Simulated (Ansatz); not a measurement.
**A ladder of methods for InSiNH6 (SMILES N[SiH2][InH2])**

InSiNH6 has 9 atoms, charge 0, and is taken as a singlet. SMILES: `N[SiH2][InH2]`. Geometry: optimised at PBE0/def2-SVP. This is one conformer, not always the lowest.

```xyz
9

N    -0.9117    0.5858   -1.3339
Si    0.3822    0.7380   -0.1771
In    0.2687   -1.2627    1.4574
H    -1.0573   -0.3103   -1.7860
H    -1.0782    1.3400   -1.9928
H     0.1792    2.0357    0.5441
H     1.7748    0.8287   -0.7535
H    -0.5585   -2.7297    1.0067
H     1.0008   -1.2257    3.0350
```

Quantity: the dissociation energy of the In3–Si2 bond into doublet InH2 and doublet SiNH4 (shapes relaxed at PBE0/def2-SVP, no zero-point term), in eV. The values are calculated.

```csv
level,kind,program,value (eV),CPU time (all runs)
HF/def2-SVP (core potential),Hartree–Fock,Ansatz,1.85,1.6 s
PBE/def2-SVP (core potential),GGA,Ansatz,2.45,2.8 s
r2SCAN/def2-SVP (core potential),meta-GGA,Ansatz,2.43,5.5 s
B3LYP/def2-SVP (core potential),global hybrid,Ansatz,2.36,4.1 s
wB97M-V/def2-SVP (core potential),range-separated hybrid,Ansatz,2.73,16 s
MP2/def2-SVP (core potential),perturbation theory,Ansatz,2.52,1.9 s
```

Spin-orbit coupling, which can split open shells on such heavy atoms by tenths of an eV, is left out. The values span 1.85 to 2.73 eV. Hartree–Fock misses the correlation of the electron pair that is broken and comes out low. Measured bond enthalpies also hold zero-point and thermal terms, a few tenths of an eV less. In the correlated wave-function rows the outer d shell of In is correlated, in sets not made for it. Times are those of the runs behind each value, whatever else they computed, on shared processors of several kinds: orders of magnitude only.
